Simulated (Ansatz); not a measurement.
CH2ClNSe (`NC(Cl)=[Se]`), relaxed with RKS PBE0-D4/def2-TZVP in Ansatz from a PBE-D4/def2-SVP geometry. The force threshold is 0.005 eV/Å; the program also tests the step.

Total charge 0; spin multiplicity 1.

Start:

```xyz
6

N     0.250    0.403    0.624
C    -0.214   -0.251   -0.459
Cl    0.623   -1.802   -0.659
Se   -1.494    0.329   -1.567
H     0.987    0.006    1.210
H    -0.152    1.314    0.850
```

How much energy does the relaxation release, and in how many steps? (Best estimate.)

The calculation gave: 3.54 kJ/mol, in 6 steps.

Which bonds change most? (An estimate is asked.)

Ansatz gave: C2–Cl3 from 1.774 to 1.738 Å; N1–C2 from 1.348 to 1.331 Å; N1–H5 from 1.022 to 1.006 Å; N1–H6 from 1.021 to 1.006 Å.

Give the relaxed structure. (An estimate is asked.)

Ansatz gave: 
```xyz
6

N     0.250    0.397    0.618
C    -0.206   -0.253   -0.450
Cl    0.608   -1.774   -0.656
Se   -1.477    0.323   -1.550
H     0.975    0.012    1.200
H    -0.150    1.294    0.837
```
